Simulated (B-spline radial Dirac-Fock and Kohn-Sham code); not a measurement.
**Subshell cross sections of Cu¹⁶⁺, photon energy Al Kα (taken as 1486.9 eV)**

System: Cu¹⁶⁺, [Ne] 3s2 3p1.

Model: Dirac-Hartree-Slater photoionisation with all multipoles and Dirac-Fock thresholds. Program: a radial atomic solver. The asymmetry parameter β is from the dipole term alone. Kinetic energies are from the vacuum level. Open shells are spread statistically over j, without multiplet splitting.

```csv
subshell,electrons,binding (eV),kinetic (eV),σ (kb),β
M1 (3s),2,592.1,894.8,?,?
M2 (3p1/2),0.33,555.2,931.7,3.28,1.54
M3 (3p3/2),0.67,550.9,936.0,6.38,1.56
```

Q: What are σ and β for M1 (3s)?

A: σ = 20.9 kb, the largest of all subshells and 68 % of the total, and β = 2.00.

Values without a named source are computed, but for edge energies of neutral atoms, which are taken from tables.
